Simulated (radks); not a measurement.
Results of a calculation; reference values are marked as such.
Ce4+, 54 electrons, occupied as [Xe]. Level of theory: scalar-relativistic Kohn-Sham, XLYP, spin-polarised, spherical densities, point nucleus (a radial shooting solver on a logarithmic mesh with Libxc functionals). Some entries of the table are withheld. Estimate them.

orbital,occ.,eigenvalue (hartree),<1/r> (bohr^-1)
1s,2,(1),63.36
2s,2,-238.6492,14.60
2p,6,-213.9025,(2)
3s,2,-52.70849,5.299
3p,6,(3),5.018
3d,10,-33.66244,4.759
4s,2,-11.95428,2.220
4p,6,-9.37583,2.050
4d,10,(4),1.795
5s,2,(5),0.9112
5p,6,-2.19940,0.7979

Answer. 
(1) 1s eigenvalue (hartree): -1481.864
(2) 2p <1/r> (bohr^-1): 13.83
(3) 3p eigenvalue (hartree): -44.84072
(4) 4d eigenvalue (hartree): -5.66223
(5) 5s eigenvalue (hartree): -2.89164
